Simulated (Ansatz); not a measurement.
```yaml
crystal:
  periodic: [false, false, false]
  atoms:
    - {symbol: O, position_ang: [-1.090515, 1.761911, -1.519894]}
    - {symbol: Al, position_ang: [-0.572653, 0.559353, -0.447141]}
    - {symbol: C, position_ang: [1.059018, -0.044218, 0.373668]}
    - {symbol: Ga, position_ang: [-0.287639, -1.538910, 0.705456]}
    - {symbol: H, position_ang: [-2.000092, 1.886947, -1.786753]}
    - {symbol: H, position_ang: [2.134360, -0.072681, 0.197348]}
    - {symbol: H, position_ang: [0.870865, 0.488834, 1.338133]}
    - {symbol: H, position_ang: [-0.113355, -3.041245, 1.139183]}
basis:
  gaussian: {orbitals: def2-mTZVPP}
magnetization: {spin_polarized: true, initial_magnetization: 3}
hamiltonian: {xc: {name: wB97}}
output: {forces: true}
```

```sh
$ ansatz run in.yaml --threads 2 --pin off --events-out ev --progress --plain --max-ram 4352MiB
```

It prints (some lines left out):

```
Error: a molecule whose nuclei and cores have a total charge of 62 cannot have a net charge of 0 together with 3 unpaired electrons
```

Task: What is wrong with this run?

Result: The number of unpaired electrons doesn't fit the electron count. The input was rejected before any iteration.
